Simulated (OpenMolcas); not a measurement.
F⁴⁺: effect of correlating more closed shells

```yaml
Program: OpenMolcas 26.06
Basis: ANO-RCC-VTZP [4s3p2d1f]
Scalar_Hamiltonian: DKH2, point nucleus
Active_space: 3 electrons in 4 orbitals (2s 2p)
State_averaging: 2S+1 = 4 odd, 1 root; 2S+1 = 2 odd, 11 roots (8 in the spin-orbit step); 2S+1 = 4 even, 3 roots; 2S+1 = 2 even, 9 roots
Spin-orbit_coupling: RASSI with atomic mean-field integrals over the reference wave functions, term energies averaged over their components
```

Methods on the same reference wave functions:
A. CASSCF
B. SS-CASPT2, IPEA 0.25 Eh, imaginary shift 0.1 Eh (closed shells correlated: none)
C. SS-CASPT2, IPEA 0.25 Eh, imaginary shift 0.1 Eh (closed shells correlated: 1s)

Energies in cm⁻¹ above 2s² 2p ²P°_1/2, the measured ground level; measured values from Moore, Atomic Energy Levels, vol. I, NSRDS-NBS 35 (1971 reprint of NBS Circular 467, 1949).

| Level | A | B | C | Measured |
| --- | --- | --- | --- | --- |
| 2s² 2p ²P°_1/2 | 0.0 | 0.0 | 0.0 | 0.0 |
| 2s² 2p ²P°_3/2 | 701 | 701 | 701 | 746 |
| 2s 2p² ⁴P_1/2 | 79665 | 84530 | 84480 |  |
| 2s 2p² ⁴P_3/2 | 79919 | 84780 | 84740 |  |
| 2s 2p² ⁴P_5/2 | 80337 | 85200 | 85150 |  |
| 2s 2p² ²D_3/2 | 158566 | 153960 | 153780 | 152898 |
| 2s 2p² ²D_5/2 | 158569 | 153970 | 153780 | 152876 |
| 2s 2p² ²S_1/2 | 202176 | 199500 | 199360 | 197565 |
| 2s 2p² ²P_1/2 | 226023 | 217840 | 217310 | 214881 |
| 2s 2p² ²P_3/2 | 226509 | 218330 | 217800 | 215348 |
| 2p³ ⁴S°_3/2 | 273674 | 276950 | 276120 |  |

Deviations, from unrounded energies. A percentage is the sum of absolute deviations over the sum of measured energies, with the sign that they share, or ± where signs differ.

```
                  Against measurement  Levels     A     B     C
       mean absolute deviation (cm-1)       6  6400  1700  1400
fine structure of the ground term (%)       1  -6.0  -6.0  -6.0
             other configurations (%)       5  +4.1  +1.1  +0.9
```

C lies closest to measurement on these levels and A furthest from it. The largest miss of C in the table is 2s 2p² ²P_3/2, by +2400 cm-1. The ranking rests on the paired levels alone, and a cruder setting can come out closer through cancelling errors.

Between B and C the level of the table that moves most is 2p³ ⁴S°_3/2, by 830 cm-1 (lowest in C, highest in B). Moves below CASPT2's spread within the term are not significant.

The lowest spin-free term lies below A's lowest term by 0.037 hartree in B, 0.041 hartree in C.

What an inner shell adds also hangs on whether the basis holds functions to correlate it.

Computed and measured levels are paired by configuration, term and J; levels that our copy of the source lacks, or whose pairing is in doubt (as where it misses far off the trend of its configuration), stay unpaired and out of the deviations. Levels of configurations outside the active space are missing. Levels that lie high or do not pair safely by name in every column are left out.

° marks odd parity.
